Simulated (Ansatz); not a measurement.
Born–Oppenheimer molecular dynamics of CH10O2Si2 (15 atoms, charge 0, multiplicity 1). It starts from a rough guess of a transition structure, not a stationary point.

Method: Ansatz, UKS CAM-B3LYP-D4/STO-3G.

* ensemble: NVE (velocity Verlet)
* time step: 0.5 fs
* steps asked: 150
* starting velocities drawn for: 300 K
* seed: 481493

First frame:

```xyz
15
Properties=species:S:1:pos:R:3
Si -0.485 -1.334 1.091
O 0.072 -0.179 -0.525
C 0.562 -0.684 -1.714
H 0.586 -1.437 2.068
H -1.929 -1.314 1.293
H -0.297 -2.533 0.232
Si 0.215 1.781 0.102
O -0.509 0.649 1.671
H 0.783 2.095 -1.235
H -1.097 2.415 0.056
H 1.323 2.030 1.010
H -0.244 -1.145 -2.295
H 0.995 0.130 -2.301
H 1.338 -1.435 -1.532
H -1.313 0.963 2.079
```

Task: How far do the bonds stretch over the last three quarters of this one trajectory? (Pairs bonded in most of those frames.)

Result: 
```
   bond  mean (Å)  spread (Å)  shortest  longest
 Si1–O2     1.873       0.124      1.73     2.12
 Si1–H4     1.444       0.019      1.42     1.48
 Si1–H5     1.467       0.028      1.42     1.52
 Si1–H6     1.456       0.030      1.41     1.51
 Si1–O8     1.836       0.048      1.76     1.91
  O2–C3     1.458       0.090      1.28     1.59
 O2–Si7     1.831       0.094      1.68     1.98
 C3–H12     1.108       0.006      1.09     1.12
 C3–H13     1.105       0.011      1.09     1.12
 C3–H14     1.110       0.035      1.06     1.17
 Si7–O8     1.908       0.119      1.73     2.07
 Si7–H9     1.456       0.023      1.42     1.49
Si7–H10     1.459       0.019      1.43     1.50
Si7–H11     1.449       0.009      1.43     1.47
 O8–H15     1.018       0.051      0.93     1.09
```

Mean temperature of the second half: 857 K. The conserved energy stayed within 0.45 meV per atom of its start (net change -0.37 meV per atom), so the integration is sound. The system heated up, since it started high on the potential surface and ran downhill. A run of 0.075 ps of so small a system gives no equilibrium averages. The orbitals stay closed-shell, which can raise the energy where a bond breaks towards radicals; this wasn't checked here. Limits of this set-up: minimal basis.

Run time: 15 min on 1 thread of Arm Neoverse V1, with other jobs on the host, peak memory 0.19 GiB.
